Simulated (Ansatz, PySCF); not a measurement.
Species: dihydroxy(dimethyl)silane, C2H8O2Si (charge 0, singlet). SMILES: O[Si](O)(C)C
Structure (B3LYP-D3(BJ)/def2-TZVP (Ansatz, a program for electronic structure) minimum search):
```xyz
13

C      1.4833    -1.0775     0.1351
Si    -0.0107     0.0383    -0.0016
C     -1.5197    -0.8994    -0.5443
O     -0.2522     0.8012     1.4518
O      0.2100     1.2233    -1.1264
H      1.3283    -1.8692     0.8731
H      2.3744    -0.5164     0.4270
H      1.6926    -1.5580    -0.8231
H     -1.3840    -1.3129    -1.5459
H     -1.7355    -1.7267     0.1356
H     -2.3903    -0.2416    -0.5653
H      0.0753     0.3754     2.2465
H      0.7448     1.9795    -0.8731
```

Harmonic wavenumbers (cm⁻¹) at B3LYP/6-31G* (Ansatz, at its own minimum) and at B3LYP-D3(BJ)/def2-TZVP (PySCF, at the structure above). 6-31G* holds six Cartesian d functions. Modes are numbered in rising order, 33 in all, and paired by that order; shown are modes over 250 cm⁻¹ that lie over 6 % from every other mode at both levels, one of each degenerate set, at most eight drawn at random. The second level is harmonic too, so this factor is not the one that brings values to measured fundamentals.

```tsv
mode	B3LYP/6-31G* (x)	B3LYP-D3(BJ)/def2-TZVP (y)
8	308	315
9	350	348
10	623	633
11	698	692
```

Task: Fit one scale factor, y = λ·x, by least squares, and use it for mode 7, which lies at 261 cm⁻¹ at B3LYP/6-31G*.

Result: λ = Σxy/Σx² = 1096195/1092697 = 1.0032; the rows scatter about it by 7 cm⁻¹ (root mean square). Prediction for mode 7: 262 cm⁻¹. It lies outside the range of the table, so the fit extrapolates. The wavenumber at B3LYP-D3(BJ)/def2-TZVP is 259 cm⁻¹, so the fit misses by +3 cm⁻¹, against +2 cm⁻¹ without it. The fit is meant for this molecule alone.
